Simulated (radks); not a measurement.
Results of a calculation; reference values are marked as such.
Effect of the nuclear size on the promethium ion Pm+, [Xe] 4f5 6s1. Level of theory: Dirac Kohn-Sham, PBE, spin-unpolarised, spherical densities, finite nucleus; open shells fill j = l - 1/2 first; Fermi nuclear charge, rms radius 4.962 fm (a radial shooting solver on a logarithmic mesh with Libxc functionals). The rms radius is varied about that value; shifts are against it.

rms radius (fm)  total energy shift (eV)  density at nucleus (e/bohr^3)  1s1/2 shift (meV)  2s1/2 shift (meV)  5s1/2 shift (meV)  5p1/2 shift (meV)  6s1/2 shift (meV)  4f5/2 shift (meV)  6p1/2 (empty) shift (meV)
3.9944                             -5.19                       5.18e+05              -2150               -270              -2.03              0.188             -0.189              0.353                      0.059
4.5005                             -2.58                      5.039e+05              -1070               -134              -1.01              0.093             -0.094              0.176                      0.029
4.962                                  0                      4.927e+05              0.000              0.000              0.000              0.000              0.000              0.000                      0.000
5.1406                              1.05                      4.887e+05                435               54.7              0.411             -0.038              0.038             -0.072                     -0.012
5.5674                              3.68                      4.798e+05               1520                191               1.44             -0.133              0.134             -0.251                     -0.042

Slopes of the eigenvalues against <r^2> in GHz/fm^2, as finite differences over the two radii next to the reference (eigenvalue slopes, not the field-shift constants of lines): 1s1/2 59000, 2s1/2 7400, 5s1/2 55.7, 5p1/2 -5.15, 6s1/2 5.18, 4f5/2 -9.70, 6p1/2 (empty) -1.62.
